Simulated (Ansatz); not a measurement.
**Forces on a displaced structure**

GaH₂O (SMILES [O-][GaH2]) (charge -1), singlet, displaced at random from a GFN2-xTB minimum.

```
4
angstrom
O -0.9726 -0.4473 1.3327
Ga -0.1058 -0.0605 0.0487
H -0.5646 0.0001 -1.5277
H 1.4673 0.4547 0.1554
```

Program: Ansatz 0.2.0. Basis: def2-TZVPPD. Cores are frozen in the correlated methods. Filled d shells of the heavier atoms are correlated. The def2 sets are not built for correlating such inner shells, so the correlated values are less sure here. B3LYP uses VWN-RPA correlation.

CCSD(T) forces from the calculation:
| atom | Fx | Fy | Fz (eV/Å) |
| --- | --- | --- | --- |
| O1 | -3.156 | -1.448 | 4.444 |
| Ga2 | 3.348 | 1.630 | -4.540 |
| H3 | 0.051 | -0.064 | 0.225 |
| H4 | -0.243 | -0.118 | -0.129 |

Root-mean-square difference of the force components from those of CCSD(T): PBE0-D4 0.225; wB97M-V 0.172; r2SCAN-D4 0.183; PBE-D4 0.091; BLYP-D4 0.167; B3LYP-D4 0.090 eV/Å.

The T1 diagnostic stays at or below 0.022. These are differences at one structure, and CCSD(T) in triple zeta is itself an approximation.

For scale, one of the runs: CCSD(T)/def2-TZVPPD forces, 128 basis functions (an equivalent command: `ansatz run in.yaml --threads 4`). Hardware: 4 CPU threads, shared host. Wall time 24 s; peak host memory 1 GiB.
